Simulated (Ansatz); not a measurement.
Harmonic frequencies (cm⁻¹) at PBE0-D4/def2-TZVP from Ansatz: 45, 67, 91, 108, 109, 116, 130, 174, 201, 238, 288, 306, 362, 383, 390, 440, 531, 811, 898, 1062, 1090, 1121, 1158, 1188, 1244, 1298, 1383, 1417, 1454, 1479, 1481, 1493, 1501, 1512, 2975, 2992, 3025, 3042, 3058, 3115, 3135, 3145.

Each molecule was computed in one conformer, which needn't be the lowest.

**Question.** Which molecule is it?
A. `C[O][SnH]([Cl])[Cl]`
B. `CC[N](C)[Sn]([Cl])([Cl])[Cl]`
C. `CC(C)[NH][Sn]([Cl])([Cl])[Cl]`
D. `[CH3][Sn]([OH])([OH])[F]`

**Answer.** B.
